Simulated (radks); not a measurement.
The numbers below are computed, except where a source is named.
Ga III, configuration [Ar] 3d10 4s(up 0.5, down 0.5) (fractional occupations, a model configuration).

Level of theory: non-relativistic Kohn-Sham, r2SCAN, spin-polarised, spherical densities, point nucleus; meta-GGA in the generalised Kohn-Sham scheme (a radial shooting solver on a logarithmic mesh with Libxc functionals).

Energy parts (eV):
| part | energy |
|---|---|
| total | -52350.574 |
| kinetic | 52316.494 |
| electron-nucleus | -124744.315 |
| Hartree | 22105.277 |
| exchange-correlation | -2028.030 |

Orbitals (lengths in bohr, moments of r in powers of bohr; r(max) is where P^2 peaks):
| orbital | occ. | eigenvalue (eV) | <r^4> | r(max) | <1/r> | <r^2> |
|---|---|---|---|---|---|---|
| 1s | 2 | -10141.11 | 0.00002734 | 0.03262 | 30.50 | 0.003275 |
| 2s | 2 | -1263.573 | 0.005760 | 0.1856 | 6.694 | 0.05768 |
| 2p | 6 | -1119.848 | 0.004109 | 0.1479 | 6.646 | 0.04521 |
| 3s | 2 | -168.1783 | 0.4131 | 0.5729 | 2.139 | 0.5052 |
| 3p | 6 | -120.9304 | 0.5285 | 0.5711 | 2.009 | 0.5501 |
| 3d | 10 | -40.4144 | 1.633 | 0.5351 | 1.667 | 0.8074 |
| 4s | 1 | -25.4380 | 40.22 | 1.821 | 0.6139 | 5.080 |

The highest occupied level is 4s at -25.438 eV. The electron density at the nucleus is 2.04e+04 e/bohr^3. Summed over all electrons, <r^2> = 17.86 bohr^2, which gives a Langevin (diamagnetic) susceptibility term of -14.1 x 10^-6 cm^3/mol. The density falls to 0.001 e/bohr^3 at r = 3.32 bohr. Virial ratio -V/T = 2.00065.
